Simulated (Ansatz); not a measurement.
Species: H4SiO2, charge 0, singlet. H4SiO2 (dihydroxysilane, SMILES [SiH2](O)O).
B3LYP-D3(BJ)/def2-TZVP minimum from Ansatz (a program for electronic structure):
```xyz
7

Si    -0.2781    -0.3694     0.0021
O      1.3500    -0.4628     0.2308
O     -0.8194     1.1677    -0.2349
H     -0.8421    -0.9584     1.2321
H     -0.6950    -1.0834    -1.2203
H      1.9281    -0.2213    -0.4975
H     -0.7431     1.7954     0.4884
```
Charge 0, spin multiplicity 1.

Atomisation energy term by term, kcal/mol (programs: Ansatz). Open shells are spin-unrestricted; no spin-orbit coupling. Correlated methods leave the cores frozen. Rows without X2C or -DK are non-relativistic. CBS(X,Y): correlation extrapolated as X^-3, Hartree-Fock from the larger set. A bracket is a step between two methods taken in the basis named. 'core' is core correlation in cc-pwCVTZ (1s frozen past Ne), 'X2C' scalar relativity in cc-pVTZ-DK, both at CCSD(T). Where a partner has so few electrons that a lower coupled-cluster level is exact, that level stands in.

```
term                                       basis  kcal/mol
------------------  ----------------------------  --------
Hartree-Fock                         cc-pV(Q+d)Z    435.70
CCSD correlation    CBS(cc-pV(T+d)Z,cc-pV(Q+d)Z)    165.43
(T)                 CBS(cc-pV(T+d)Z,cc-pV(Q+d)Z)      9.18
CCSDT(Q) - CCSD(T)                   cc-pV(D+d)Z      0.65
core correlation                       cc-pwCVTZ      0.63
scalar relativity                X2C, cc-pVTZ-DK     -1.36
sum: De                                              610.2
```
